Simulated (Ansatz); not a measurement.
C4H7F3, SMILES `CC(F)CC(F)F` at its PBE0-D4/def2-TZVP geometry, where that method's forces vanish. The species carries charge 0 and has multiplicity 1.

```xyz
14

C     1.6518   -0.4427    0.9537
C     0.3344   -0.6418    0.2517
F    -0.5516   -1.2641    1.1335
C    -0.2996    0.6526   -0.2070
C    -1.5930    0.4401   -0.9452
F    -1.3638   -0.2386   -2.1034
F    -2.1305    1.6406   -1.2857
H     2.3854   -0.0137    0.2676
H     2.0355   -1.3979    1.3143
H     1.5357    0.2313    1.8054
H     0.4495   -1.3237   -0.5972
H    -0.4969    1.2888    0.6602
H     0.3832    1.1872   -0.8732
H    -2.3401   -0.1180   -0.3746
```

(1) What forces (eV/Å) does PBE-D4/def2-TZVPP give on these atoms in Ansatz 0.2.0? (An estimate is asked.)

Answers

(1) Ansatz gave: 
```
C1   0.057 -0.003  0.006
C2   0.272  0.180 -0.205
F3  -0.449 -0.338  0.447
C4   0.042  0.026  0.021
C5   0.097 -0.139  0.461
F6   0.133 -0.448 -0.677
F7  -0.352  0.732 -0.169
H8   0.159  0.085 -0.123
H9   0.091 -0.186  0.073
H10 -0.014  0.136  0.167
H11  0.037 -0.146 -0.209
H12 -0.020  0.131  0.180
H13  0.134  0.119 -0.132
H14 -0.186 -0.149  0.161
```
